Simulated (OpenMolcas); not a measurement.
Cr3+ (d3) among equal point charges was computed by CASSCF with the d shell active (OpenMolcas, ANO-RCC-VTZP on the metal). Its lowest spin-free states, and all those of the highest spin:

```
2S+1  Degeneracy  E (cm-1)
   4           1       0.0
   4           1     761.5
   4           2      1608
   4           2      2300
   4           1      2630
   4           1     17303
   2           2     18741
   2           2     18818
   2           1     18872
   2           1     19059
   2           1     19469
   2           2     19991
   4           2     20361
```

Q: Is the site octahedral, tetrahedral or cube-like, axial, or of lower symmetry?

A: The states with 2S+1 = 4 have orbital degeneracies 1, 1, 2, 2, 1, 1, 2. There are pairs but no triples, so the site is axial: not cubic, but with a proper or improper axis of order three or more. The run had Cr3+ among 6 point charges of -0.75 e arranged as a trigonal antiprism (D3d), 2.09 Å from the ion, with a polar angle of 65.1° against the regular 54.74°.

Without dynamic correlation the repulsion within the d shell is too large (B by tens of per cent), so at a given field states of lower spin stand too high. The ground term spreads over less than 5000 cm-1, several times less than with real ligands, so orbital moments are less quenched and χT lies further from the spin-only value than at real sites. Point charges carry no covalency, so the field is a model and not that of real ligands. No measured value stands beside these numbers.
